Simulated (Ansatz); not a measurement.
One change: `C[C](F)(Cl)[SnH3]` becomes `CC(F)Cl`.

Ansatz, PBE0-D4/def2-TZVP geometries, multiplicity 1. 

Elements past krypton have def2 core potentials.

```json
{"property": "LUMO energy (B3LYP/def2-TZVPP) / eV", "`C[C](F)(Cl)[SnH3]`": "-0.53"}
{"property": "size of the dipole moment (ωB97M-V/def2-TZVPP) / D", "`C[C](F)(Cl)[SnH3]`": "2.05"}
{"property": "LUMO energy (ωB97M-V/def2-TZVPP) / eV", "`C[C](F)(Cl)[SnH3]`": "1.22"}
{"property": "LUMO energy (PBE0/def2-TZVPP) / eV", "`C[C](F)(Cl)[SnH3]`": "-0.27"}
{"property": "size of the dipole moment (PBE/def2-TZVPP) / D", "`C[C](F)(Cl)[SnH3]`": "1.86"}
{"property": "HOMO energy (PBE/def2-TZVPP) / eV", "`C[C](F)(Cl)[SnH3]`": "-6.48"}
```

Task: What does the change do to each property? (Best estimate.)

Result: Computed: 
| property | `CC(F)Cl` | shift |
| --- | --- | --- |
| LUMO energy (B3LYP/def2-TZVPP) / eV | 0.44 | 0.97 |
| size of the dipole moment (ωB97M-V/def2-TZVPP) / D | 2.16 | 0.11 |
| LUMO energy (ωB97M-V/def2-TZVPP) / eV | 2.67 | 1.45 |
| LUMO energy (PBE0/def2-TZVPP) / eV | 0.76 | 1.03 |
| size of the dipole moment (PBE/def2-TZVPP) / D | 2.07 | 0.21 |
| HOMO energy (PBE/def2-TZVPP) / eV | -7.24 | -0.76 |

With PBE0 the HOMO falls by 0.97 eV and the LUMO rises by 1.03 eV, so the gap widens by about 2.00 eV. PBE moves the HOMO by -0.76 eV and ωB97M-V by -1.13 eV. Dipoles are sizes alone; their direction can turn.

B3LYP here is the variant with VWN-RPA as its local correlation; programs differ in this.
